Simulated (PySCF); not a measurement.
# Spectroscopy problems

- GFN2-xTB structure
- NMR shieldings at PBE0/pcSseg-1/GIAO
- program: PySCF
- no solvent, single conformer, relativity neglected, one averaged value for each set of equivalent atoms

Scale: 1H and 13C vs TMS (reference shieldings calculated alike). Splittings of carbon signals by F and P are missing where no couplings were computed. Where no couplings were computed, multiplicities follow the n + 1 count of equivalent neighbours, and m marks all less simple cases (inequivalent or close neighbours, rings, F or P nearby). Shifts are as computed. Against solution values, carbons near 30 ppm lie about +3 ppm off and those near 130 ppm about +5 ppm. Of 1309 compounds with measured shifts, 239 miss one by over three times the rms of a fit or turn the order of signals round; such compounds aren't used in these exercises.

(1) C$_{4}$H$_{5}$FO. 1H NMR (300 MHz, computed): δ 9.79 (m, 1H), 6.90 (m, 1H), 6.38 (m, 1H), 5.55 (m, 2H). 13C{1H} NMR (computed): δ 196.8 (CH), 155.1 (C), 139.2 (CH2), 85.3 (CH2). Give a structure.

(2) C$_{5}$H$_{11}$ClOSi$_{2}$. 1H NMR (500 MHz, computed): δ 10.29 (s, 1H), 5.44 (t, 2H), 4.36 (s, 3H), 2.60 (s, 3H), 1.68 (t, 2H). 13C{1H} NMR (computed): δ 196.3 (CH), 159.7 (C), 155.4 (C), 26.4 (CH2), 21.3 (CH3). Identify the compound.

Answers

(1) `InChI=1S/C4H5FO/c1-4(2-5)3-6/h3H,1-2H2`. The formula gives 2 degrees of unsaturation (no ring in the answer). 4 carbon signals for 4 carbons: no two carbons are equivalent. Carbon types of the structure: 1 × C, 1 × CH, 2 × CH2, which accounts for all hydrogens. δC 196.8: aldehyde carbonyl carbon; the double bond to the heteroatom, with no lone-pair donor beside it, deshields it most. δC 155.1: α carbon of a C=C–C=O unit; an sp2 carbon of a C=C bond. δC 139.2: β carbon of a C=C–C=O unit; conjugation with the carbonyl draws π density from the β position. δH 9.79: hydrogen on an aldehyde carbonyl carbon; the formyl region, downfield of aromatic protons.

The shifts were computed for this structure.

(2) `C/C([SiH3])=C(\C=O)C[SiH2]Cl`. Rings plus π bonds: 2 (no ring in the answer). 5 carbon signals for 5 carbons: no two carbons are equivalent. Carbon types of the structure: 2 × C, 1 × CH, 1 × CH2, 1 × CH3, leaving 5 H on heteroatoms. δC 196.3: aldehyde carbonyl carbon; the double bond to the heteroatom, with no lone-pair donor beside it, deshields it most. δC 159.7: β carbon of a C=C–C=O unit; conjugation with the carbonyl draws π density from the β position. δC 155.4: α carbon of a C=C–C=O unit; an sp2 carbon of a C=C bond. δH 10.29: hydrogen on an aldehyde carbonyl carbon; the C=O anisotropy and electron withdrawal place aldehyde protons far downfield.

This is the structure that produced the data.
